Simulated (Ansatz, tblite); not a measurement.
Forces on the cluster Na7⁻ at its PBE0/def2-SVPD geometry. The state is a singlet with charge -1.

The xTB rows come from tblite. The restricted singlet is unstable towards broken spin symmetry in Hartree–Fock (as tested in another run); at PBE/def2-TZVPD this wasn't settled. The structure comes from a short search, and lower isomers may exist.

GFN1-xTB (tblite), largest force 0.25 eV/Å:

```xyz
7
positions Å, forces eV/Å
Na    0.202   -0.701    2.284   -0.006    0.034   -0.121
Na   -1.216    2.277    1.247    0.078   -0.127   -0.062
Na    3.038   -1.475    0.395   -0.221    0.108   -0.028
Na   -2.651   -1.026    0.354    0.155    0.047   -0.017
Na    1.694    1.636   -0.480   -0.082   -0.092    0.024
Na    0.131   -1.893   -1.490   -0.001    0.099    0.080
Na   -1.199    1.182   -2.310    0.077   -0.070    0.123
```

GFN2-xTB (tblite), largest force 0.23 eV/Å:

```
Na -0.047 -0.042 0.223
Na 0.056 0.075 0.096
Na -0.085 0.042 -0.010
Na -0.033 -0.128 0.043
Na 0.105 0.195 -0.063
Na -0.054 -0.154 -0.160
Na 0.058 0.011 -0.130
```

PBE/def2-TZVPD (Ansatz), largest force 0.05 eV/Å:

```
Na -0.006 0.010 -0.033
Na 0.014 -0.037 -0.019
Na -0.038 0.022 -0.004
Na 0.039 0.022 -0.007
Na -0.021 -0.027 0.004
Na -0.001 0.029 0.021
Na 0.011 -0.018 0.039
```
